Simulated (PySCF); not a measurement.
Question: Write Cartesian coordinates for `C[C@@]1([O-])C[C@@H]1C#N` as optimised with GFN2-xTB. (Charge -1.)

Answer: 
```
atom  x, y, z in Å
C1    -0.315    0.716   -1.515
C2    -0.732    0.108   -0.153
O3    -1.844    0.467    0.329
C4    -0.044   -1.197    0.151
C5     0.668   -0.005    0.776
C6     0.698    0.171    2.148
N7     0.754    0.358    3.292
H8    -0.273    1.802   -1.432
H9     0.647    0.345   -1.869
H10   -1.082    0.463   -2.248
H11    0.499   -1.732   -0.624
H12   -0.538   -1.853    0.859
H13    1.557    0.358    0.268
```

Orientation and origin are arbitrary. Atoms count from 1 in this order. The 3-membered ring C2–C4–C5 has internal angles of 55.8° to 67.5°. The C–C distances run from 1.384 Å (C5–C6, drawn single) to 1.684 Å (C2–C5, drawn single), a spread of 0.300 Å. Of the pairs four or more bonds apart, H9···H13 is among the closest relative to their van der Waals radii: 2.32 Å, 97 % of the sum of Bondi's values.

Bonds between heavy atoms (Å): C1–C2 1.549, C2–O3 1.264, C2–C4 1.507, C4–C5 1.523, C5–C6 1.384, C6≡N7 1.160, C2–C5 1.684.

The geometry is computed with GFN2-xTB (gas phase).

Point group: C1 (no symmetry element, even within 0.4 Å). Whether it is a minimum is left open (no frequencies).
